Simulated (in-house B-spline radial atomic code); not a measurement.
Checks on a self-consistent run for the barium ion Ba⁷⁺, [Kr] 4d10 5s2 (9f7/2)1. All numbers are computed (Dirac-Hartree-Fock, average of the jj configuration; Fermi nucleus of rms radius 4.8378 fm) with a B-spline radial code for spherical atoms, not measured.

```
orbital  q       ε (Eh)     <1/r>         <r²>  small-component weight
  1s1/2  2  -1387.68301   60.6986  0.000888136                0.042803
  2s1/2  2   -226.36702   14.2741    0.0141188               0.0092661
  2p1/2  2   -212.88147   14.2158    0.0104324               0.0092562
  2p3/2  4   -198.80119   12.9826    0.0116958               0.0087403
  3s1/2  2    -52.39363   5.14803     0.096347               0.0028233
  3p1/2  2    -46.69367    5.0479    0.0914968               0.0027524
  3p3/2  4    -43.90289   4.74545    0.0990087               0.0026155
  3d3/2  4    -34.04682   4.59456    0.0818687               0.0024812
  3d5/2  6    -33.46067   4.51693    0.0840219               0.0024401
  4s1/2  2    -13.90972   2.09456      0.50762              0.00082948
  4p1/2  2    -11.73646   1.98591     0.548813              0.00076377
  4p3/2  4    -11.14590   1.89499     0.587939              0.00072553
  4d3/2  4     -7.54104   1.68332     0.702788              0.00059465
  4d5/2  6     -7.43885   1.65909     0.719279              0.00058289
  5s1/2  2     -4.62120  0.891141      2.45755               0.0002195
  9f7/2  1     -0.45836  0.121872      171.363              1.7532e-05
```

Electron-electron repulsion V_ee = 2780.8567 hartree.

(1) What total energy follows from the eigenvalues?

(2) Does the Dirac virial theorem hold?

(3) What diamagnetic shielding (Lamb formula) and susceptibility (Langevin formula) do the radii give?

## Answers

(1) The eigenvalues count the repulsion twice, so E = Σqε - V_ee = -5340.179 - 2780.857 = -8121.036 hartree; the run printed -8121.036.

(2) For a point nucleus E = -2c²Σq·w, with w the small-component weight. Here Σq·w = 0.21621 and c = 137.0360, so the ratio E/(-2c²Σq·w) is 1.000075; the finite nucleus accounts for the departure from 1.

(3) σ = (α²/3)Σq<1/r> = 349.494/(3·137.036²) = 6203.7 ppm, and χ = -0.79199×10⁻⁶·Σq<r²> = -150.1×10⁻⁶ cm³/mol with Σq<r²> = 189.57 bohr². Both are non-relativistic formulas without the paramagnetism of open shells; for so heavy an element the full relativistic shielding is larger by tens of per cent.
